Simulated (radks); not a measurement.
Question: The mean radii <r> (bohr) of the occupied orbitals of an atom or ion are listed with their occupations. Method: non-relativistic Kohn-Sham, TPSS, spin-polarised, spherical densities, point nucleus; meta-GGA in the generalised Kohn-Sham scheme; computed with a radial shooting solver on a logarithmic mesh with Libxc functionals.

| orbital | occ. | <r> |
|---|---|---|
| 1s up | 1 | 0.07011 |
| 1s down | 1 | 0.07011 |
| 2s up | 1 | 0.3270 |
| 2s down | 1 | 0.3267 |
| 2p up | 3 | 0.2908 |
| 2p down | 3 | 0.2904 |
| 3s up | 1 | 0.9929 |
| 3p up | 3 | 1.049 |
| 3p down | 3 | 1.060 |
| 3d up | 2 | 1.219 |
| 4f up | 1 | 5.754 |

Name the element and its charge. Open shells, if any, are filled with parallel spins first.

Answer: Z = 22, titanium, charge +2: Ti2+ in [Ne] 3s1 3p6 3d2 4f1. The 1s radius gives Z: for a bare nucleus <r> = 1.5/Z, 0.06818 bohr for Z = 22, and screening makes it slightly larger (0.07011 here). The occupations add up to 20, and the charge is Z minus that.
